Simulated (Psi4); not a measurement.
Computed with SAPT0/jun-cc-pVDZ, frozen core (Psi4).

Psi4 input:

```
molecule {
0 1
C 1.44936602 -0.56692708 -0.39141842
Si 0.04289340 0.61059380 -0.11606715
C -1.50190273 -0.18366809 0.53449268
Cl 0.65149722 2.06778365 1.22189560
Cl -0.39841013 1.54419173 -1.90976515
H 1.16444694 -1.33313748 -1.11504354
H 2.32374902 -0.03949710 -0.77326947
H 1.72228113 -1.05589064 0.54573889
H -2.28567906 0.56027219 0.67869082
H -1.86461836 -0.93636330 -0.16817564
H -1.30362344 -0.66735769 1.49292138
--
0 1
C -1.77434443 -1.93656930 -2.76730037
C -0.52045534 -2.10614189 -3.15916996
H -2.35919870 -2.75248443 -2.36019315
H -2.26808974 -0.97488595 -2.83731807
H -0.02671860 -3.06783525 -3.08915652
H 0.06448810 -1.29029373 -3.56629658
units angstrom
symmetry c1
no_reorient
no_com
}
set basis jun-cc-pvdz
set scf_type df
set freeze_core true
energy('sapt0')
```

Part of the output:

```
    SAPT Results
  --------------------------------------------------------------------------------------------------------
    Electrostatics                 -4.62092290 [mEh]      -2.89967290 [kcal/mol]     -12.13223141 [kJ/mol]
      Elst10,r                     -4.62092290 [mEh]      -2.89967290 [kcal/mol]     -12.13223141 [kJ/mol]

    Exchange                        8.16220156 [mEh]       5.12185881 [kcal/mol]      21.42985725 [kJ/mol]
      Exch10                        8.16220156 [mEh]       5.12185881 [kcal/mol]      21.42985725 [kJ/mol]
      Exch10(S^2)                   8.11452798 [mEh]       5.09194318 [kcal/mol]      21.30469026 [kJ/mol]

    Induction                      -0.96275448 [mEh]      -0.60413756 [kcal/mol]      -2.52771154 [kJ/mol]
      Ind20,r                      -2.97886196 [mEh]      -1.86926410 [kcal/mol]      -7.82100101 [kJ/mol]
      Exch-Ind20,r                  2.58446458 [mEh]       1.62177601 [kcal/mol]       6.78551081 [kJ/mol]
      delta HF,r (2)               -0.56835709 [mEh]      -0.35664946 [kcal/mol]      -1.49222134 [kJ/mol]

    Dispersion                     -4.98539575 [mEh]      -3.12838306 [kcal/mol]     -13.08915474 [kJ/mol]
      Disp20                       -5.69765454 [mEh]      -3.57533220 [kcal/mol]     -14.95918992 [kJ/mol]
      Exch-Disp20                   0.71225878 [mEh]       0.44694913 [kcal/mol]       1.87003518 [kJ/mol]
      Disp20 (SS)                  -2.84882727 [mEh]      -1.78766610 [kcal/mol]      -7.47959496 [kJ/mol]
      Disp20 (OS)                  -2.84882727 [mEh]      -1.78766610 [kcal/mol]      -7.47959496 [kJ/mol]
      Exch-Disp20 (SS)              0.40913555 [mEh]       0.25673644 [kcal/mol]       1.07418525 [kJ/mol]
      Exch-Disp20 (OS)              0.30312323 [mEh]       0.19021270 [kcal/mol]       0.79584993 [kJ/mol]

  Total HF                          2.57852418 [mEh]       1.61804835 [kcal/mol]       6.76991429 [kJ/mol]
  Total SAPT0                      -2.40687158 [mEh]      -1.51033472 [kcal/mol]      -6.31924045 [kJ/mol]
```
